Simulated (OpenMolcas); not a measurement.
## Lines of N: computed and rescaled rates

- Program: OpenMolcas
- Method: SS-CASPT2, IPEA 0.25 Eh, imaginary shift 0.1 Eh (closed shells correlated: 1s)
- Basis: ANO-RCC [8s7p4d3f2g]
- Scalar Hamiltonian: DKH2, point nucleus
- Active space: 5 electrons in 8 orbitals (2s 2p 3s 3p)
- State averaging: 2S+1 = 4 odd, 1 root; 2S+1 = 2 odd, 8 roots; 2S+1 = 4 even, 3 roots; 2S+1 = 2 even, 5 roots kept (CI in the orbitals of an earlier block, 0 in the spin-orbit step)
- Spin-orbit coupling: RASSI with atomic mean-field integrals over the reference wave functions, term energies averaged over their components

Rates come from the transition moments of the reference wave functions (E1 and E2 in the length form). At fixed line strength A goes as λ^-3 for E1 and M1 and as λ^-5 for E2, so a rate at the computed wavelength can be rescaled to the measured one. Measured vacuum wavelengths follow from level energies in NIST Handbook of Basic Atomic Spectroscopic Data. Branching counts decays inside the model space alone, at computed energies, and the table is only a selection of the E2 and M1 lines, drawn from those between levels with measured partners whose computed energy lies within a factor of 1.5 of the measured one.

```json
{"Upper": "2s² 2p³ ²P°_1/2", "Lower": "2s² 2p³ ²D°_5/2", "Type": "E2", "λ computed (nm)": "1077", "λ measured (nm)": "1040", "A computed (s-1)": "3.10e-02", "A rescaled (s-1)": "3.69e-02", "Branching %": "38.1"}
{"Upper": "2s² 2p³ ²P°_3/2", "Lower": "2s² 2p³ ²D°_5/2", "Type": "E2", "λ computed (nm)": "1077", "λ measured (nm)": "1040", "A computed (s-1)": "5.43e-02", "A rescaled (s-1)": "6.47e-02", "Branching %": "62.7"}
{"Upper": "2s² 2p³ ²P°_3/2", "Lower": "2s² 2p³ ²D°_5/2", "Type": "M1", "λ computed (nm)": "1077", "λ measured (nm)": "1040", "A computed (s-1)": "9.72e-04", "A rescaled (s-1)": "", "Branching %": "1.1"}
{"Upper": "2s² 2p³ ²P°_1/2", "Lower": "2s² 2p³ ²D°_3/2", "Type": "E2", "λ computed (nm)": "1076", "λ measured (nm)": "1041", "A computed (s-1)": "4.67e-02", "A rescaled (s-1)": "5.51e-02", "Branching %": "57.4"}
{"Upper": "2s² 2p³ ²P°_1/2", "Lower": "2s² 2p³ ²D°_3/2", "Type": "M1", "λ computed (nm)": "1076", "λ measured (nm)": "1041", "A computed (s-1)": "1.08e-03", "A rescaled (s-1)": "", "Branching %": "1.3"}
{"Upper": "2s² 2p³ ²P°_3/2", "Lower": "2s² 2p³ ²D°_3/2", "Type": "E2", "λ computed (nm)": "1076", "λ measured (nm)": "1041", "A computed (s-1)": "2.33e-02", "A rescaled (s-1)": "2.75e-02", "Branching %": "26.9"}
{"Upper": "2s² 2p³ ²P°_3/2", "Lower": "2s² 2p³ ²D°_3/2", "Type": "M1", "λ computed (nm)": "1076", "λ measured (nm)": "1041", "A computed (s-1)": "1.73e-03", "A rescaled (s-1)": "", "Branching %": "2.0"}
{"Upper": "2s² 2p³ ²P°_1/2", "Lower": "2s² 2p³ ⁴S°_3/2", "Type": "M1", "λ computed (nm)": "346", "λ measured (nm)": "346.8", "A computed (s-1)": "2.55e-03", "A rescaled (s-1)": "", "Branching %": "3.1"}
{"Upper": "2s² 2p³ ²P°_3/2", "Lower": "2s² 2p³ ⁴S°_3/2", "Type": "M1", "λ computed (nm)": "345.9", "λ measured (nm)": "346.7", "A computed (s-1)": "6.37e-03", "A rescaled (s-1)": "", "Branching %": "7.3"}
```

Spin-changing lines and M1 lines between different terms are not rescaled, since their strength hangs on the term gaps too.

The largest correction is for 2s² 2p³ ²P°_1/2 → 2s² 2p³ ²D°_5/2 (E2): 3.10e-02 × (1077 / 1040)^5 = 3.69e-02 s-1, a factor of 1.19.

The computed rate and branching of 2s² 2p³ ²P°_3/2 → 2s² 2p³ ²D°_5/2 give the upper level a radiative lifetime of 0.627 / 5.43e-02 s-1 = 1.15e+01 s, counting decays inside the model space alone.

The computed order of these levels differs from the measured one in 1 place, and where term gaps are wrong the rates of spin-changing lines can be off by large factors.

No measured rate stands beside these. Rescaling mends the energy factor alone: line strengths can still be far off where a level mixes with configurations outside the active space, and weak or spin-changing lines hang on small mixing coefficients that depend on the term gaps too, so rescaling need not improve them.

CASPT2 breaks the degeneracy within a term, and the mean is taken; among the terms shown or strongly mixed into the levels shown the widest spread is 57 cm-1 (2s² 2p³ ²D°). Active for correlation alone: 3p 3s; no level in the range computed is led by a configuration that fills them, so any true level of that kind is missing. Computed and measured levels are paired by configuration, term and J; levels that our copy of the source lacks, or whose pairing is in doubt (as where it misses far off the trend of its configuration), stay unpaired. Only configurations of the active space appear.

° marks odd parity.
